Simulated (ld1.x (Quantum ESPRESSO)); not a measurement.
germanium: from the effect back to the setting (PAW)

Base potential:

ld1.x (Quantum ESPRESSO) 7.5 input, shortened:

```
&input
   title='Ge', zed=32., rel=1, dft='PZ', iswitch=3,
   config='[Ar] 3d10 4s2 4p2 4f-2'
 /
 &inputp
   pseudotype=3, lpaw=.true., tm=.true., lloc=-1, rcloc=1.85,
   nlcc=.true., new_core_ps=.true., rcore=0.60,
   which_augfun='BESSEL', rmatch_augfun=1.05
 /
7
4S  1  0   2.00   0.00  1.30  1.80  0.0
4S  1  0   0.00   1.70  1.30  1.80  0.0
4P  2  1   2.00   0.00  1.60  2.10  0.0
4P  2  1   0.00   1.95  1.60  2.10  0.0
3D  3  2  10.00   0.00  0.95  1.15  0.0
3D  3  2   0.00  -1.80  0.95  1.15  0.0
4F  4  3  -2.00   0.40  1.70  2.05  0.0
 &test
   configts(1)='3d10 4s2 4p2'
 /
```

Cutoffs, loose and tight: the cutoffs (Ry, on a coarse ladder) from which the occupation-weighted sum of valence levels, in a spherical-Bessel basis at the reference potential, stays within 10 and 1 mRy of its value at 400 Ry. They do not see the model core or the augmentation charge, which bear on the density cutoff. Test errors are all-electron minus pseudo excitation energies from the reference, over the configurations 3d10 4s2 4p1; 3d10 4s2 4p0; 3d10 4s1 4p0; 3d10 4s1 4p2; 3d10 4s0 4p0; 3d10 4s2 4p2.3; 3d9 4s2 4p3 (two spin-polarised tests are not counted in the largest error); variants that change the core or the reference have their own tests. The largest error is taken over the tests solved by every variant that gives reliable tests at all, those not shown here included: 3d10 4s1 4p0; 3d10 4s1 4p2; 3d10 4s2 4p0; 3d10 4s2 4p1; 3d10 4s2 4p2.3; 3d9 4s2 4p3.

Only the d radius is moved:

```tsv
d radius (bohr)	cutoff, loose	cutoff, tight	bound ghosts	largest test error (meV)
0.74	300 Ry	over 300 Ry	none	-238
0.86	230 Ry	over 300 Ry	none	-240
1.06	140 Ry	230 Ry	none	-247
1.18	110 Ry	180 Ry	none	-247
1.34	80 Ry	140 Ry	none	-248
1.58	45 Ry	80 Ry	none	-313
1.7	40 Ry	60 Ry	none	-349
```

Task: One more run gave cutoff, loose: 55 Ry; cutoff, tight: 90 Ry; bound ghosts: none; largest test error (meV): -265. Which value of the d radius was used?

Result: 1.44 bohr. The loose cutoff moves one way along this sweep, from 300 Ry at 0.74 to 40 Ry at 1.7 bohr, which places the run between 1.34 and 1.58 bohr.
